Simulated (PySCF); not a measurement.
Species: C3H8N2OSi2.
SMILES with atom numbers: `[N:1]#[C:2][CH2:3][Si@H:4]([CH:5]=[O:6])[SiH2:7][NH2:8]` (hydrogens: H9, H10 on C3; H11 on Si4; H12 on C5; H13, H14 on Si7; H15, H16 on N8)

Cartesian coordinates in Å at the GFN2-xTB level; atoms count from 1:
```xyz
16
C3H8N2OSi2 angstrom
N     -1.013    3.211    0.781
C     -1.406    2.166    0.522
C     -1.839    0.853    0.178
Si    -0.402   -0.157   -0.613
C     -1.184   -1.893   -0.842
O     -2.078   -2.314   -0.150
Si     1.432   -0.234    0.810
N      2.802   -0.194   -0.236
H     -2.183    0.341    1.079
H     -2.687    0.927   -0.505
H     -0.229    0.355   -1.986
H     -0.744   -2.556   -1.617
H      1.582   -1.502    1.533
H      1.354    0.846    1.811
H      2.875    0.532   -0.931
H      3.713   -0.372    0.155
```

Computed, not measured: PySCF, TDDFT CAM-B3LYP/def2-SVPD, vertical, gas phase, core orbitals frozen in the response. The geometry optimisation had not met its thresholds, so the values belong to a structure short of the stationary point.

Ground-to-excited transition dipoles (e·a0, same axes as the geometry; the sign carries no meaning), for the states with f of 0.002 or more among the lowest 7:

| state | E (eV) | μx | μy | μz |
| --- | --- | --- | --- | --- |
| S1 | 3.203 | -0.152 | -0.045 | -0.096 |
| S2 | 5.595 | 0.094 | -0.072 | 0.082 |
| S3 | 5.883 | -0.232 | -0.340 | -0.222 |
| S4 | 6.040 | 0.072 | 0.199 | 0.171 |
| S5 | 6.369 | -0.001 | -0.420 | -0.215 |
| S6 | 6.680 | -0.242 | -0.592 | -0.317 |
| S7 | 6.935 | 0.415 | 0.105 | 0.348 |

Question: What oscillator strength does each state have?

Answer: f = (2/3) ΔE |μ|² with ΔE in hartree (27.2114 eV).

| state | \|μ\|² (au) | \|μ\| (D) | f |
| --- | --- | --- | --- |
| S1 | 0.034 | 0.47 | 0.003 |
| S2 | 0.021 | 0.37 | 0.003 |
| S3 | 0.218 | 1.19 | 0.031 |
| S4 | 0.074 | 0.69 | 0.011 |
| S5 | 0.223 | 1.20 | 0.035 |
| S6 | 0.510 | 1.82 | 0.083 |
| S7 | 0.304 | 1.40 | 0.052 |

Question: Which bond between heavy atoms lies closest to the direction of the S6 transition dipole?

Answer: C2–C3 and N1–C2, at 13° from it; next Si4–C5 at 20°.

Question: What angle do the transition dipoles of S3 and S7 make?

Answer: |cos θ| = |μa·μb| / (|μa| |μb|) = 0.81, so θ ≈ 36° (taken between 0 and 90°, since the signs are arbitrary).

Question: How is the summed strength of these states shared among x, y and z?

Answer: (2/3) Σ ΔE μα² gives 0.050 for x, 0.110 for y and 0.057 for z, 0.218 in all.

Question: What peak molar absorption coefficient would the strongest computed level give as a lone Gaussian band 0.3 eV wide at half height?

Answer: ε(max) = 2.175×10⁸ f / FWHM, with the width in cm⁻¹. S6: 2.175×10⁸ × 0.0835 / 2420 ≈ 7500 L mol⁻¹ cm⁻¹.

On one thread, Arm Neoverse N1 (aarch64), on a shared host, this took 2.0 min of wall time (grids of density and orbitals included) and 1.0 GiB of memory at its peak.

One conformer stands for the species.
